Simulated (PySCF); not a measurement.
Si(F)(Me)(OH)(NH2) (CH6FNOSi), SMILES C[Si](N)(O)F.

Geometry optimised at PBE-D3(BJ)/def2-SVP. This is a generated structure with no PubChem entry under its InChIKey; it may be hypothetical. The values are those of a single conformer.

The numbers are results of PBE-D3(BJ)/def2-SVP (PySCF), not measurements.

Frequencies are harmonic and unscaled.

Computed normal modes with their intensities:
| mode | ν (cm⁻¹) | IR (km/mol) | moving atoms (share of kinetic energy) |
|---|---|---|---|
| 1 | 127 | 0.8 | H 97 % |
| 2 | 175 | 14.8 | H 44 %, O 17 %, F 17 %, C 12 %, N 10 % |
| 3 | 190 | 6.9 | H 30 %, O 25 %, C 18 %, F 17 %, N 8 % |
| 4 | 221 | 71.7 | H 92 % |
| 5 | 256 | 13.7 | H 43 %, N 16 %, Si 13 %, F 11 %, C 10 % |
| 6 | 283 | 60.3 | H 53 %, F 17 %, Si 16 % |
| 7 | 326 | 68.7 | H 35 %, O 21 %, F 21 %, Si 11 % |
| 8 | 332 | 48.2 | N 27 %, H 25 %, F 15 %, Si 15 %, O 9 % |
| 9 | 364 | 79.3 | H 55 %, N 22 %, O 12 % |
| 10 | 651 | 3.3 | C 40 %, H 24 %, F 11 %, O 10 %, N 9 % |
| 11 | 711 | 12.4 | H 65 %, N 14 %, C 10 % |
| 12 | 748 | 5.8 | H 65 %, C 19 % |
| 13 | 773 | 28.7 | H 46 %, O 20 %, F 11 %, C 11 % |
| 14 | 816 | 107.1 | H 75 %, N 9 % |
| 15 | 846 | 158.4 | Si 36 %, H 26 %, N 19 %, F 11 % |
| 16 | 909 | 233.8 | Si 47 %, O 22 %, H 13 %, F 10 % |
| 17 | 957 | 156.5 | Si 46 %, H 26 %, N 14 %, O 9 % |
| 18 | 1229 | 41.7 | H 76 %, C 23 % |
| 19 | 1381 | 4.0 | H 96 % |
| 20 | 1382 | 2.7 | H 96 % |
| 21 | 1483 | 61.3 | H 88 %, N 12 % |
| 22 | 2982 | 1.0 | H 97 % |
| 23 | 3076 | 4.0 | H 91 %, C 9 % |
| 24 | 3090 | 2.6 | H 91 %, C 9 % |
| 25 | 3513 | 27.0 | H 96 % |
| 26 | 3614 | 29.8 | H 91 %, N 9 % |
| 27 | 3775 | 77.3 | H 94 % |
